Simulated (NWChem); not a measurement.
System: C$_{2}$H$_{7}$FN$_{2}$SW; SMILES C[N](C)[W](=[NH])([F])=[S]

Here is an NWChem input.

```
start job
memory heap 200 mb stack 900 mb global 1100 mb
geometry units angstroms noautoz
  W     -0.261623     0.322798     0.000661
  N     -1.151645     0.486776     1.487013
  H     -1.336721     0.884311     2.404115
  S      1.584951     1.420631     0.107927
  F     -1.305741     0.870012    -1.470412
  N      0.146846    -1.553958    -0.113527
  C      1.117136    -1.972582    -1.110543
  C     -0.282584    -2.623459     0.761989
  H      2.056141    -2.306006    -0.632097
  H      0.712000    -2.803358    -1.714250
  H      1.368208    -1.149437    -1.796334
  H     -0.748412    -3.436649     0.177252
  H      0.578299    -3.050534     1.308621
  H     -1.013349    -2.252519     1.489687
end
basis spherical
  * library def2-svp
end
ecp
  W library def2-ecp
end
dft
  xc xpbe96 cpbe96
  iterations 150
  mulliken
end
task dft energy
```

Geometry: optimised at PBE0/def2-SVP. No frequency run checked for a minimum. def2 effective core potentials on W; no spin-orbit coupling.

Question: Predict the main results of this run. (PBE/def2-SVP with def2 effective core potentials on W.) Quantities: energy (Ha); highest occupied level (eV); orbital gap (eV); dipole (D).

Answer: 
```json
{
 "energy (Ha)": "-754.42",
 "highest occupied level (eV)": "-5.84",
 "orbital gap (eV)": "3.53",
 "dipole (D)": "4.08"
}
```
